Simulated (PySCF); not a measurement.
Point-charge models of `C(O[SiH2]OC)C1CC1` against its computed dipole.

Coordinates (PBE0-D3(BJ)/def2-SVP, Å) and charges (e) from the PBE0/pcSseg-1 density (PySCF):

| atom | x | y | z | Mulliken | IAO | Hirshfeld | ESP-fitted |
| --- | --- | --- | --- | --- | --- | --- | --- |
| C1 | 3.462 | 0.623 | -0.643 | -0.0274 | -0.1931 | -0.0338 | -0.0836 |
| O2 | 2.660 | -0.459 | -0.256 | -0.6437 | -0.6374 | -0.2360 | -0.3925 |
| Si3 | 1.596 | -0.413 | 1.016 | +0.9924 | +1.1615 | +0.4397 | +0.6505 |
| O4 | 0.392 | 0.698 | 0.764 | -0.6475 | -0.6441 | -0.2341 | -0.3971 |
| C5 | -0.561 | 0.646 | -0.274 | +0.1647 | -0.0418 | +0.0099 | -0.1970 |
| C6 | -1.705 | -0.280 | 0.034 | -0.3411 | -0.1441 | -0.0491 | -0.0337 |
| C7 | -2.755 | 0.151 | 1.012 | -0.1975 | -0.2853 | -0.0889 | -0.2407 |
| C8 | -3.085 | 0.064 | -0.448 | -0.2098 | -0.2882 | -0.0881 | -0.4096 |
| H9 | 4.152 | 0.290 | -1.433 | +0.1208 | +0.1502 | +0.0472 | +0.0906 |
| H10 | 4.067 | 1.012 | 0.197 | +0.0997 | +0.1239 | +0.0400 | +0.0812 |
| H11 | 2.860 | 1.459 | -1.042 | +0.1038 | +0.1283 | +0.0399 | +0.0882 |
| H12 | 1.074 | -1.802 | 1.112 | -0.1491 | -0.1577 | -0.0794 | -0.1161 |
| H13 | 2.271 | 0.045 | 2.261 | -0.1493 | -0.1562 | -0.0804 | -0.1020 |
| H14 | -0.083 | 0.352 | -1.227 | +0.1159 | +0.1239 | +0.0374 | +0.1316 |
| H15 | -0.949 | 1.669 | -0.411 | +0.1000 | +0.1370 | +0.0423 | +0.1910 |
| H16 | -1.444 | -1.344 | 0.037 | +0.1377 | +0.1398 | +0.0431 | +0.1486 |
| H17 | -3.173 | -0.600 | 1.687 | +0.1336 | +0.1476 | +0.0483 | +0.1256 |
| H18 | -2.649 | 1.144 | 1.459 | +0.1349 | +0.1459 | +0.0477 | +0.1429 |
| H19 | -3.728 | -0.750 | -0.792 | +0.1338 | +0.1484 | +0.0482 | +0.1684 |
| H20 | -3.214 | 0.998 | -1.003 | +0.1280 | +0.1413 | +0.0457 | +0.1536 |

Question: Compute μ = Σ q r for each scheme (1 e·Å = 4.803 D) and compare with the dipole of the full density.

Answer: The full density gives (-0.28, 0.56, -0.77) D, 0.99 D in size; dipole vectors point from the negative to the positive end.

```json
{"scheme": "Mulliken", "μx": "-0.41", "μy": "1.20", "μz": "-1.07", "size (D)": "1.65", "share of the full size (%)": "168", "angle to the full dipole (°)": "12"}
{"scheme": "IAO", "μx": "-0.25", "μy": "0.10", "μz": "-0.15", "size (D)": "0.31", "share of the full size (%)": "31", "angle to the full dipole (°)": "38"}
{"scheme": "Hirshfeld", "μx": "-0.22", "μy": "0.27", "μz": "-0.34", "size (D)": "0.49", "share of the full size (%)": "49", "angle to the full dipole (°)": "11"}
{"scheme": "ESP-fitted", "μx": "-0.28", "μy": "0.60", "μz": "-0.78", "size (D)": "1.02", "share of the full size (%)": "104", "angle to the full dipole (°)": "2"}
```

Question: Which set comes closest?

Answer: Length of the difference vector: ESP-fitted 0.05 D, Hirshfeld 0.52 D, Mulliken 0.72 D, IAO 0.77 D. Closest: ESP-fitted. ESP charges are fitted to the potential around the molecule, whose slowest-falling term is the dipole's. The schemes that divide the density aren't constrained to reproduce the dipole.

Question: What is left for the Hirshfeld atoms' own dipoles?

Answer: The Hirshfeld atoms' densities add up to the full density, so μ = Σ q r + Σ (atomic dipoles). The atomic dipoles sum to (-0.28, 0.56, -0.77) − (-0.22, 0.27, -0.34) = (-0.06, 0.29, -0.43) D, 0.52 D in size.

Question: With the origin at the mean of the coordinates, (-0.041, 0.175, 0.102) Å, which are the largest single terms, by size, of the IAO dipole along the direction of the full one?

Answer: Si3 -8.37, O2 +2.55, H13 +1.80, C8 -1.68, H12 +1.67 D; all 20 atoms together +0.24 D. The single terms depend on the origin, their sum doesn't.

Question: Give the size of the full dipole in other units.

Answer: 0.99 D = 0.388 au = 0.205 e·Å = 3.29 × 10⁻³⁰ C·m.

One conformer (not necessarily the lowest) at the PBE0-D3(BJ)/def2-SVP geometry, without solvent, vibrations or thermal averaging.

These values come from a run that also computed NMR shieldings. On Intel Xeon 6975P-C, one thread, shared host with 192 logical CPUs at a one-minute load of 52, this took 26 s and 0.95 GiB of memory at its peak.

Conformer computed: `[CH3:1][O:2][SiH2:3][O:4][CH2:5][CH:6]1[CH2:7][CH2:8]1`: C1–O2–Si3–O4 63°, O2–Si3–O4–C5 63°, Si3–O4–C5–C6 81°, O4–C5–C6–C7 75°.
